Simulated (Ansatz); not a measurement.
# SbH3 (stibine): the vertical ionisation energy from total energies

The species is SbH3 (4 atoms), meant as a singlet with charge 0. As SMILES, `[SbH3]`. Geometry: relaxed at PBE0-D4/def2-TZVP.

Both states at this one shape; open shells run unrestricted unless said. 1 Eh = 27.2114 eV.

| level | program | singlet SbH3 (Eh) | doublet [SbH3]+ (Eh) |
| --- | --- | --- | --- |
| r2SCAN0/def2-TZVPP (core potential) | Ansatz | -242.088466 | -241.725082 |
| BCCD(T)/STO-3G, 18 core orbitals frozen | Ansatz | -6253.138006 | -6252.901464 |
| CCSD(T)/def2-TZVPP (core potential), 4 core orbitals frozen | Ansatz | -241.368975 | -241.005118 |

Task: Work out the vertical ionisation energy at each level.

Result: 
1. r2SCAN0/def2-TZVPP (core potential): -241.725082 − (-242.088466) = 0.363384 Eh = 9.89 eV.
2. BCCD(T)/STO-3G: -6252.901464 − (-6253.138006) = 0.236542 Eh = 6.44 eV.
3. CCSD(T)/def2-TZVPP (core potential): -241.005118 − (-241.368975) = 0.363857 Eh = 9.90 eV.

No measured value is set beside it here; the levels span 6.44 to 9.90 eV. Spin-orbit coupling is left out. Minimal sets are far from the basis-set limit. All-electron rows are non-relativistic unless named.
